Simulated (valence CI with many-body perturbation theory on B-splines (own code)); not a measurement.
E1 line list for Re4+

Computed by relativistic CI+MBPT: three valence electrons over a frozen Dirac-Fock core [Xe] 4f14, radial functions for each j: 7 s, 7 p, 8 d, 6 f, 4 g, 1 h, with the one-electron correlation potential Σ1 (screened to all orders), the two-electron term Σ2, the three-electron term Σ3, Breit, model QED; selected single and double excitations, second order for the rest, scaled by the run's own slope (own B-spline code, finite nucleus).

Against 69 measured levels this calculation errs by 1213 cm⁻¹ on average and by 2255 at most. These come from a selection out of Brasseur, Gamrath and Quinet, At. Data Nucl. Data Tables 157, 101636 (2024). Levels without a partner in it may be off by more, other configurations by 1,000 to 8,000 cm⁻¹. The list stops below the first excitations out of the core.

Lines 301 to 350 of 600 in falling wavelength, among levels below 31.670 eV, chosen from the strongest by gf and those to the six lowest levels. Wavelengths and rates use the calculated energies, so an error of 1000 cm⁻¹ moves a line at 1008 Å by 1 % and its rate by three times that or more. Electric multipoles are in the length gauge, E1 and E2 with the static RPA response of the core. Weak lines are less certain than strong ones. Lines between different terms over intervals too small for the method are left out, as are lines whose strength nearly cancels. Where a level lies close to another of its J and parity, the split of strength between their lines is uncertain. The highest levels of a list are the least certain.

Levels are named by their leading jj configuration (3d3/2^4 stands for four electrons in 3d with j = 3/2), which in mixed levels can hold well under half, so a name can repeat and another be missing. Letters in brackets count levels of one name in rising energy.

```csv
λ vac (Å),Upper,Lower,A (s⁻¹),S (a.u.) with core polarisation,S without
1008,(5d3/2^2 6d3/2) J=1/2,(5d3/2^2 6p1/2) J=3/2,3.40e+09,3.44e+00,3.82e+00
1006,(5d3/2 5d5/2 6d5/2) J=7/2 [a],(5d3/2^2 6p3/2) J=5/2,1.64e+08,6.60e-01,7.34e-01
1000,(5d3/2 5d5/2 6d5/2) J=3/2 [a],(5d3/2 5d5/2 6p1/2) J=3/2 [a],3.44e+08,6.80e-01,7.49e-01
999.5,(5d3/2 5d5/2 6d3/2) J=5/2 [c],(5d3/2 5d5/2 6p1/2) J=5/2 [b],4.38e+08,1.29e+00,1.41e+00
997.2,(5d3/2 5d5/2 6d3/2) J=7/2 [a],(5d3/2 5d5/2 6p1/2) J=5/2 [a],1.57e+09,6.13e+00,6.84e+00
995.7,(5d3/2 5d5/2 7s) J=5/2,(5d3/2 5d5/2 6p1/2) J=3/2 [b],5.78e+08,1.69e+00,1.80e+00
994.3,(5d3/2 5d5/2 7s) J=7/2,(5d3/2^2 6p3/2) J=7/2,2.22e+08,8.60e-01,8.45e-01
992.1,(5d3/2 5d5/2 7s) J=7/2,(5d3/2 5d5/2 6p1/2) J=5/2 [b],2.17e+08,8.36e-01,8.43e-01
989.5,(5d3/2 5d5/2 6d3/2) J=5/2 [b],(5d3/2 5d5/2 6p1/2) J=7/2 [b],1.98e+09,5.67e+00,6.29e+00
986.6,(5d3/2 5d5/2 6d3/2) J=5/2 [d],(5d3/2 5d5/2 6p1/2) J=3/2 [b],6.53e+08,1.86e+00,2.10e+00
986.0,(5d3/2 5d5/2 6d3/2) J=5/2 [b],(5d3/2 5d5/2 6p1/2) J=3/2 [a],2.48e+08,7.05e-01,7.75e-01
985.8,(5d3/2 5d5/2 6d3/2) J=11/2,(5d3/2 5d5/2 6p1/2) J=9/2,2.56e+09,1.45e+01,1.61e+01
983.3,(5d3/2 5d5/2 6d5/2) J=7/2 [b],(5d3/2 5d5/2 6p1/2) J=7/2 [b],8.79e+08,3.30e+00,3.62e+00
982.4,(5d3/2 5d5/2 6d3/2) J=7/2 [a],(5d3/2 5d5/2 6p1/2) J=7/2 [a],1.54e+09,5.76e+00,6.41e+00
981.7,(5d3/2 5d5/2 6d3/2) J=7/2 [c],(5d3/2 5d5/2 6p1/2) J=5/2 [b],1.85e+09,6.91e+00,7.63e+00
976.8,(5d5/2^2 6d3/2) J=9/2,(5d3/2 5d5/2 6p1/2) J=7/2 [b],6.26e+08,2.88e+00,3.22e+00
976.7,(5d3/2 5d5/2 6d3/2) J=3/2 [c],(5d3/2 5d5/2 6p1/2) J=3/2 [b],1.46e+09,2.68e+00,2.97e+00
974.1,(5d3/2 5d5/2 6d5/2) J=9/2 [c],(5d3/2^2 6p3/2) J=7/2,2.26e+08,1.03e+00,1.11e+00
972.8,(5d3/2 5d5/2 6d3/2) J=7/2 [b],(5d3/2 5d5/2 6p1/2) J=7/2 [b],1.20e+09,4.36e+00,4.78e+00
970.9,(5d3/2 5d5/2 6d3/2) J=3/2 [a],(5d3/2 5d5/2 6p1/2) J=5/2 [a],2.02e+09,3.66e+00,4.06e+00
970.8,(5d3/2^2 6d3/2) J=5/2,(5d3/2^2 6p1/2) J=5/2,2.10e+09,5.69e+00,6.35e+00
968.9,(5d3/2 5d5/2 6d3/2) J=3/2 [b],(5d3/2 5d5/2 6p1/2) J=1/2,5.70e+08,1.02e+00,1.14e+00
966.6,(5d3/2 5d5/2 6d3/2) J=5/2 [c],(5d3/2 5d5/2 6p1/2) J=3/2 [a],8.61e+08,2.30e+00,2.54e+00
964.9,(5d3/2 5d5/2 6d3/2) J=9/2,(5d3/2 5d5/2 6p1/2) J=7/2 [a],1.98e+09,8.79e+00,9.75e+00
964.7,(5d3/2^2 6d3/2) J=7/2,(5d3/2^2 6p1/2) J=5/2,3.91e+09,1.38e+01,1.54e+01
964.1,(5d5/2^2 6d3/2) J=9/2,(5d3/2 5d5/2 6p1/2) J=9/2,8.57e+08,3.79e+00,4.19e+00
962.7,(5d3/2 5d5/2 6d3/2) J=1/2 [a],(5d3/2 5d5/2 6p1/2) J=1/2,7.13e+08,6.28e-01,6.92e-01
960.4,(5d3/2 5d5/2 6d3/2) J=5/2 [c],(5d3/2^2 6p3/2) J=5/2,6.14e+08,1.61e+00,1.77e+00
960.3,(5d3/2 5d5/2 6d3/2) J=3/2 [b],(5d3/2 5d5/2 6p1/2) J=3/2 [a],1.46e+09,2.55e+00,2.84e+00
960.3,(5d3/2 5d5/2 6d3/2) J=7/2 [b],(5d3/2 5d5/2 6p1/2) J=9/2,3.85e+08,1.35e+00,1.55e+00
954.2,(5d3/2 5d5/2 6d3/2) J=1/2 [a],(5d3/2 5d5/2 6p1/2) J=3/2 [a],8.19e+08,7.03e-01,7.86e-01
954.2,(5d3/2^2 6d3/2) J=3/2 [b],(5d3/2^2 6p1/2) J=1/2,2.50e+09,4.29e+00,4.79e+00
951.8,(5d3/2 5d5/2 6d3/2) J=5/2 [a],(5d3/2 5d5/2 6p1/2) J=5/2 [a],2.14e+09,5.47e+00,6.04e+00
950.7,(5d3/2 5d5/2 7s) J=7/2,(5d3/2 5d5/2 6p1/2) J=9/2,4.93e+08,1.67e+00,1.72e+00
947.8,(5d3/2 5d5/2 6d3/2) J=5/2 [d],(5d3/2 5d5/2 6p1/2) J=3/2 [a],4.79e+08,1.21e+00,1.37e+00
946.9,(5d3/2^2 6d3/2) J=3/2 [a],(5d3/2^2 6p1/2) J=3/2,2.45e+09,4.10e+00,4.47e+00
946.8,(5d3/2 5d5/2 6d3/2) J=3/2 [c],(5d3/2 5d5/2 6p1/2) J=1/2,1.22e+09,2.04e+00,2.26e+00
944.1,(5d3/2 5d5/2 6d5/2) J=9/2 [c],(5d3/2 5d5/2 6p1/2) J=7/2 [b],3.44e+08,1.43e+00,1.54e+00
944.0,(5d3/2 5d5/2 6d3/2) J=7/2 [c],(5d3/2^2 6p3/2) J=5/2,8.67e+08,2.88e+00,3.22e+00
943.6,(5d3/2 5d5/2 6d5/2) J=5/2 [b],(5d3/2 5d5/2 6p1/2) J=3/2 [a],2.92e+08,7.27e-01,8.09e-01
943.3,(5d3/2 5d5/2 6d5/2) J=9/2 [a],(5d3/2 5d5/2 6p1/2) J=7/2 [a],3.89e+08,1.61e+00,1.79e+00
938.3,(5d3/2 5d5/2 6d3/2) J=5/2 [a],(5d3/2 5d5/2 6p1/2) J=7/2 [a],6.89e+08,1.69e+00,1.84e+00
938.3,(5d3/2 5d5/2 6d5/2) J=9/2 [b],(5d3/2 5d5/2 6p1/2) J=9/2,7.90e+08,3.22e+00,3.49e+00
937.0,(5d5/2^2 6d5/2) J=11/2,(5d3/2 5d5/2 6p1/2) J=9/2,4.62e+08,2.25e+00,2.49e+00
936.1,(5d3/2 5d5/2 6d3/2) J=1/2 [b],(5d3/2 5d5/2 6p1/2) J=1/2,1.78e+09,1.44e+00,1.60e+00
932.3,(5d3/2 5d5/2 6d5/2) J=9/2 [c],(5d3/2 5d5/2 6p1/2) J=9/2,2.02e+08,8.07e-01,9.27e-01
923.4,(5d3/2 5d5/2 6d3/2) J=1/2 [c],(5d3/2 5d5/2 6p1/2) J=3/2 [a],1.32e+09,1.03e+00,1.13e+00
911.6,(5d3/2^2 7s) J=5/2,(5d3/2^2 6p1/2) J=3/2,7.49e+08,1.68e+00,1.60e+00
906.9,(5d3/2 5d5/2 6d3/2) J=5/2 [c],(5d3/2 5d5/2 6p1/2) J=5/2 [a],2.57e+08,5.67e-01,5.88e-01
906.0,(5d3/2^2 6d3/2) J=3/2 [a],(5d3/2^2 6p1/2) J=5/2,4.40e+08,6.47e-01,7.25e-01
```
